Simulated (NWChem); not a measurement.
Molecule: aniline (C₆H₇N); SMILES Nc1ccccc1

```xyz
14

N     -0.0559     2.3254     0.0000
C     -0.0067     0.9451     0.0000
C     -0.0058     0.2224     1.2062
C     -0.0051    -1.1687     1.2001
C     -0.0047    -1.8795     0.0000
C     -0.0051    -1.1687    -1.2001
C     -0.0058     0.2224    -1.2062
H      0.2543     2.7874    -0.8444
H      0.2543     2.7874     0.8444
H     -0.0098     0.7649     2.1560
H     -0.0033    -1.7050     2.1528
H     -0.0032    -2.9714     0.0000
H     -0.0033    -1.7050    -2.1528
H     -0.0098     0.7649    -2.1560
```
Atoms are numbered in this order, from 1.

Level: PBE0/def2-SVP (NWChem), optimised geometry, unscaled harmonic frequencies. 

Task: List the harmonic frequencies with IR intensities, and the thermochemistry.

Result: 
```
frequency (cm⁻¹)  IR intensity (km/mol)
----------------  ---------------------
223                                 6.4
335                                15.6
387                                 0.2
423                                 0.2
473                               299.0
534                                19.2
539                                 9.9
632                                 0.3
714                                28.9
776                                46.4
834                                 0.1
845                                 4.5
899                                 8.5
985                                 0.0
1006                                0.2
1007                                0.8
1060                                4.0
1063                                2.4
1128                                6.2
1165                                1.6
1188                                8.2
1344                               41.0
1346                                0.0
1407                               13.4
1511                                0.9
1551                               60.5
1631                               72.8
1667                                6.5
1705                              153.9
3190                               14.3
3192                                3.0
3207                                1.8
3212                               21.6
3230                                7.4
3620                               36.3
3732                               25.4
```

```yaml
zero_point_energy: 74.0 kcal/mol
thermal correction to the enthalpy at 298.15 K (with zero-point energy): 78.2 kcal/mol
heat capacity Cv: 23.1 cal/(mol K)
entropy at 298.15 K and 1 atm (symmetry number 1): 75.4 cal/(mol K)
dipole_moment: 1.90 D
```

Rigid rotor and harmonic oscillator.
